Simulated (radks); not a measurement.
Pm2+, 59 electrons, occupied as [Kr] 4d10 4f5 5s1 5p6 5f1 (not the ground configuration).

Calculated with a radial shooting solver on a logarithmic mesh with Libxc functionals: scalar-relativistic Kohn-Sham, exchange-only B88, spin-polarised, spherical densities, point nucleus; open shells are filled with parallel spins first (spin-orbit coupling, left out, can overturn this in heavy ions).

Energy parts (eV):
total: -272547.09
kinetic: 290804.63
electron-nucleus: -661621.69
Hartree: 104416.50
exchange: -6146.52

Orbitals (lengths in bohr, moments of r in powers of bohr; r(max) is where P^2 peaks):
orbital,occ.,eigenvalue (eV),r(max),<r^4>
1s up,1,-45051.28,0.01479,1.416e-06
1s down,1,-45051.18,0.01479,1.416e-06
2s up,1,-7341.874,0.08379,0.0002294
2s down,1,-7341.798,0.08379,0.0002294
2p up,3,-6558.815,0.06761,0.0001695
2p down,3,-6558.743,0.06761,0.0001695
3s up,1,-1617.074,0.2386,0.009096
3s down,1,-1615.428,0.2386,0.009069
3p up,3,-1371.245,0.2338,0.009511
3p down,3,-1369.605,0.2337,0.009477
3d up,5,-1034.173,0.1918,0.007729
3d down,5,-1032.894,0.1917,0.007688
4s up,1,-339.4558,0.5521,0.2297
4s down,1,-335.0678,0.5518,0.2289
4p up,3,-258.8647,0.5763,0.3021
4p down,3,-254.4316,0.5759,0.3008
4d up,5,-145.0893,0.6030,0.4956
4d down,5,-140.5516,0.6023,0.4941
5s up,1,-63.4678,1.277,7.236
5s down,0,-59.5964,1.289,7.811
5p up,3,-43.3046,1.436,13.18
5p down,3,-40.1589,1.461,14.68
4f up,5,-24.1782,0.6367,3.936
4f down,0,-19.7828,0.6363,5.191
5f up,1,-6.2079,5.183,2019

The highest occupied level is 5f up at -6.208 eV. The configuration is held as typed, so some empty levels lie below it. Summed over all electrons, <r^2> = 73.78 bohr^2, which gives a Langevin (diamagnetic) susceptibility term of -58.4 x 10^-6 cm^3/mol.
